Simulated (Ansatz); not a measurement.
Geometry optimisation, DFT r2SCAN-D3(BJ), scalar-relativistic, plane waves, PAW in Ansatz.

Input:

```yaml
crystal:
  lattice:
    - [0.0, 5.43, 5.43]
    - [5.43, 0.0, 5.43]
    - [5.43, 5.43, 0.0]
  atoms:
    - { symbol: Si, position: [0.0, 0.0, 0.0] }
    - { symbol: Si, position: [0.125, 0.125, 0.125] }
    - { symbol: Si, position: [0.0, 0.0, 0.5] }
    - { symbol: Si, position: [0.125, 0.125, 0.625] }
    - { symbol: Si, position: [0.0, 0.5, 0.0] }
    - { symbol: Si, position: [0.125, 0.625, 0.125] }
    - { symbol: Si, position: [0.0, 0.5, 0.5] }
    - { symbol: Si, position: [0.125, 0.625, 0.625] }
    - { symbol: Si, position: [0.5, 0.0, 0.0] }
    - { symbol: Si, position: [0.625, 0.125, 0.125] }
    - { symbol: Si, position: [0.5, 0.0, 0.5] }
    - { symbol: Si, position: [0.625, 0.125, 0.625] }
    - { symbol: Si, position: [0.5, 0.5, 0.0] }
    - { symbol: Si, position: [0.625, 0.625, 0.125] }
    - { symbol: Si, position: [0.5, 0.5, 0.5] }
    - { symbol: Si, position: [0.625, 0.625, 0.625] }
    - { symbol: C, position: [0.56775814, 0.30795109, 0.30943154], spin: 1.0 }
magnetization:
  spin_polarized: true
basis:
  ecutwfc: 500.0
kpoints:
  mp_grid: { grid: [2, 2, 2] }
hamiltonian:
  xc: r2scan
  dispersion: d3bj
  pseudopotentials: { kind: paw, azcp: { folder: soft_1 } }
scf:
  occupations: { method: fermi_dirac, width: 0.02 }
  lower_state_search: "off"
relax:
  f_tol: 0.03
  max_steps: 60
  adjacent_minimum: "off"
output:
  write_density: true
  write_potential: true
  elf: true
  volumetric_format: npy
```

Launched with:

```bash
$ ansatz run input.yaml --threads 4 --pin off --max-ram 10240MiB --backend cpu --events-out ev --progress --plain --runs-dir out
```

Where does it end, and by what steps?

It converged. Limits of this set-up: coarse k mesh. After 11 steps the energy has fallen by 1.334 eV; C17 moved furthest, 1.08 Å.

| step | energy less start (eV) | largest force component (eV/Å) | accepted |
| --- | --- | --- | --- |
| 0 | 0.0000 | 0.593 | yes |
| 1 | -0.1545 | 0.217 | yes |
| 2 | -0.1742 | 0.206 | yes |
| 3 | -0.1957 | 0.379 | yes |
| 4 | -0.2705 | 0.689 | yes |
| 5 | -0.5167 | 0.913 | yes |
| 6 | -0.7534 | 1.732 | yes |
| 7 | -1.0556 | 1.349 | yes |
| 8 | -1.2451 | 0.840 | yes |
| 9 | -1.3282 | 0.223 | yes |
| 10 | -1.3109 | 0.238 | no |
| 11 | -1.3339 | 0.026 | yes |

```xyz
17
Lattice="0.0000 5.4300 5.4300 5.4300 0.0000 5.4300 5.4300 5.4300 0.0000" Properties=species:S:1:pos:R:3
Si -0.199 0.200 0.200
Si 1.452 1.379 1.382
Si 2.777 2.707 -0.016
Si 4.121 4.004 1.395
Si 2.780 -0.016 2.710
Si 4.124 1.398 4.004
Si 5.579 2.698 2.695
Si 6.857 4.090 4.091
Si -0.016 2.676 2.677
Si 0.747 4.183 4.183
Si 2.949 5.330 2.868
Si 4.205 6.793 4.134
Si 2.949 2.872 5.327
Si 4.207 4.132 6.794
Si 5.605 5.495 5.496
Si 7.026 6.820 6.816
C 2.489 4.301 4.298
```

Run time: 23 min on 4 threads of AMD EPYC (Zen 3), with other jobs on the host, peak memory 1.9 GiB.
